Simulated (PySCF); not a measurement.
Species: C₄H₆F₃NO₂S.
SMILES with atom numbers: `[O:1]=[S:2](=[O:3])([CH:4]1[CH2:5][NH:6][CH2:7]1)[C:8]([F:9])([F:10])[F:11]`

Structure used (GFN2-xTB), in Å, numbered top down from 1:
```
atom  x, y, z in Å
O1     0.4505   -0.5435   -1.8628
S2     0.8711   -0.8051   -0.5238
O3     1.2634   -2.1289   -0.1663
C4    -0.3392   -0.1602    0.6595
C5    -1.6898   -0.8374    0.4168
N6    -2.2740    0.4435   -0.0025
C7    -0.9880    1.1340    0.1788
C8     2.3918    0.3044   -0.2152
F9     2.1394    1.5548   -0.6028
F10    2.6456    0.3329    1.0957
F11    3.4629   -0.1347   -0.8519
H12    0.1032   -0.2123    1.6478
H13   -2.1776   -1.2298    1.3117
H14   -1.6474   -1.6201   -0.3454
H15   -2.6214    0.4552   -0.9534
H16   -1.0603    1.9200    0.9339
H17   -0.5370    1.5392   -0.7299
```

Probes without a nucleus sit at each ring's centroid and 1 Å off its mean plane on both sides; NICS is minus the shielding there, NICSzz its component along the normal. Level: GIAO PBE0/pcSseg-1 (PySCF, non-relativistic, gas phase) on the GFN2-xTB geometry, one conformer.

Ring bond lengths (Å), with Mayer bond orders in brackets: C4–C5 1.530 (0.96), C5–N6 1.469 (0.99), N6–C7 1.471 (0.99), C7–C4 1.525 (0.94).

**Question.** Give the NICS values of each ring in ppm.

**Answer.** 
```json
{"ring": "C4–C5–N6–C7", "type": "4-membered ring with N; formal bonds all single", "NICS(0)": "1.6", "NICS(1), two faces": "1.4 / 1.0", "NICS(1)zz, two faces": "6.1 / 2.1", "rms pucker (Å)": "0.01", "centre to ring atoms, mean (Å)": "1.06"}
```

**Question.** What do they say, and how far can they be read as aromaticity?

**Answer.** 
- C4–C5–N6–C7: mean NICS(1)zz 4.1 ppm, deshielded. C4, C5, C7 have four or more neighbours; no verdict on aromaticity is drawn. The two faces differ by 4.0 ppm, so no symmetry operation interchanges them.

**Question.** At the first NICS(1) probe listed for ring C4–C5–N6–C7, 1 Å off the ring, what do the in-plane components average?

**Answer.** The isotropic value is a third of the trace: (3 × 1.4 − (6.1))/2 = -1.0 ppm.

**Question.** Give the inner angles of the rings and the Hirshfeld charges of the ring atoms.

**Answer.** 
- C4–C5–N6–C7: C4 87.1° (-0.041 e), C5 90.6° (-0.017 e), N6 91.5° (-0.183 e), C7 90.7° (-0.029 e); sum 360.0° against 360° for a flat convex ring.

**Question.** What are the shieldings of the ring atoms and their hydrogens in the same run (means over atoms taken as equivalent)?

**Answer.** 
| atoms | environment | σ isotropic (ppm) |
| --- | --- | --- |
| C4 | sp3 carbon bound to sulfur | 127.2 |
| C5 (×2) | sp3 carbon bound to nitrogen | 139.1 |
| N6 | secondary amine nitrogen | 240.6 |
| H12 | methine hydrogen | 27.65 |
| H13 (×2) | methylene hydrogen | 27.41 |
| H14 (×2) | methylene hydrogen | 27.47 |
| H15 | N–H hydrogen | 30.43 |
